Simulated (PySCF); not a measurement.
## From computed data to an observable: chemical shift, span and skew from a shielding tensor

C4H7FSi, SMILES C(#C)C[Si@@H](C)F. Atoms are numbered in the order given.

```xyz
13

C      2.3939     0.5344     1.2455
C      1.7405    -0.1643     0.5013
C      0.9034    -0.9643    -0.3710
Si    -0.8564    -0.2898    -0.4906
C     -1.5631     0.0874     1.1831
F     -0.8018     1.0822    -1.3699
H      2.9894     1.1466     1.8967
H      1.3268    -1.0118    -1.3893
H      0.8444    -2.0057    -0.0063
H     -1.6862    -1.2619    -1.2601
H     -1.6615    -0.8350     1.7771
H     -0.8971     0.7750     1.7265
H     -2.5576     0.5509     1.1002
```

Geometry: PBE0-D3(BJ)/def2-SVP. The structure was generated by enumeration; whether it is a known compound was not checked. Other conformers were not sampled.

GIAO shieldings from PBE/pcSseg-1 in PySCF, non-relativistic, no solvent. The symmetric part of the tensor of Si4 has the principal values 244.0, 317.9, 370.0 ppm. The same nucleus in TMS has σ = 335.4 ppm at this level (PySCF, at its B3LYP-D3(BJ)/def2-TZVP geometry).

Task: Work out the isotropic shielding, the ²⁹Si shift against TMS, the span and the skew.

Result: 
σ(iso) = (σ11 + σ22 + σ33)/3 = 310.6 ppm. δ = σ(ref) − σ(iso) = 335.4 − (310.6) = 24.8 ppm.
Span Ω = σ33 − σ11 = 126.0 ppm. Skew κ = 3(σ(iso) − σ22)/Ω = -0.17. Tumbling in solution averages the tensor to δ; in a static solid the shielding alone would spread this spin-1/2 line over Ω.
